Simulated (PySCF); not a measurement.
Choosing a molecule for a target property.

All species are isolated and taken at one optimised geometry, non-relativistic unless stated; the electronic structure was computed with PySCF and density fitting.

Dipoles, sizes and rotational constants follow the conformer. The torsions of the flexible species, by atom-mapped SMILES:
- `[CH3:1][O:2][C:3](=[O:4])[CH2:5][O:6][C:7]([CH3:8])=[O:9]`: C1–O2–C3–O4 2°, O2–C3–C5–O6 163°, C3–C5–O6–C7 -63°, C5–O6–C7–C8 174°
- `[N:1]#[C:2][C@@H:3]([F:4])[C:5]#[C:6][C:7](=[O:8])[OH:9]`: H–O9–C7–C6 180°
- `[OH:1][SiH2:2][CH2:3][Cl:4]`: O1–Si2–C3–Cl4 -56°, H–O1–Si2–C3 45°

The conformers of `O=C(O)C1OCCCO1` aren't listed.

Question: Wanted: HOMO energy between -8 eV and -7.4 eV (PBE0/def2-SVPD) and lowest triplet excitation (Tamm–Dancoff) above 3 eV (TDA PBE0/def2-SVPD), at GFN2-xTB geometries. Which candidate meets both?
A. `C1=CC=C(C1)Cl`
B. `C=CC#CCCl`
C. `O=C(O)C1OCCCO1`
D. `N#C[C@@H](F)C#CC(=O)O`
E. `COC(=O)COC(C)=O`

Answer: C. Computed values:
| species | HOMO energy | lowest triplet excitation (Tamm–Dancoff) |
| --- | --- | --- |
| N#C[C@@H](F)C#CC(=O)O | -9.04 eV | 4.43 eV |
| COC(=O)COC(C)=O | -8.18 eV | 5.46 eV |
| O=C(O)C1OCCCO1 | -7.69 eV | 4.79 eV |
| C=CC#CCCl | -7.18 eV | 3.40 eV |
| C1=CC=C(C1)Cl | -6.39 eV | 2.87 eV |

Question: Wanted: electronic spatial extent ⟨r²⟩ about the centre of nuclear charge between 1000 bohr² and 1500 bohr² (PBE0/def2-SVPD) and HOMO–LUMO gap above 6.5 eV (PBE0/def2-SVPD), at GFN2-xTB geometries. Which candidate meets both?
A. `C1=C(CC=C1)Cl`
B. `O[SiH2]CCl`
C. `C=CC#CCCl`
D. `COC(=O)COC(C)=O`
E. `N#C[C@@H](F)C#CC(=O)O`

Answer: D. Computed values:
```csv
species,electronic spatial extent ⟨r²⟩ about the centre of nuclear charge,HOMO–LUMO gap
O[SiH2]CCl,575 bohr²,8.00 eV
C1=C(CC=C1)Cl,694 bohr²,5.46 eV
C=CC#CCCl,1167 bohr²,6.13 eV
COC(=O)COC(C)=O,1374 bohr²,8.19 eV
N#C[C@@H](F)C#CC(=O)O,1613 bohr²,6.85 eV
```

Question: Wanted: dipole moment between 1.6 D and 2 D (PBE0/def2-SVPD) and static isotropic polarisability above 60 au (PBE0/def2-SVPD), at GFN2-xTB geometries. Which candidate meets both?
A. `O[SiH2]CCl`
B. `C1=C(CC=C1)Cl`
C. `N#C[C@@H](F)C#CC(=O)O`
D. `C=CC#CCCl`
E. `COC(=O)COC(C)=O`

Answer: E. Computed values:
```csv
species,dipole moment,static isotropic polarisability
O[SiH2]CCl,0.97 D,56.5 au
C1=C(CC=C1)Cl,1.50 D,69.6 au
COC(=O)COC(C)=O,1.75 D,73.8 au
C=CC#CCCl,2.08 D,79.9 au
N#C[C@@H](F)C#CC(=O)O,3.14 D,71.2 au
```
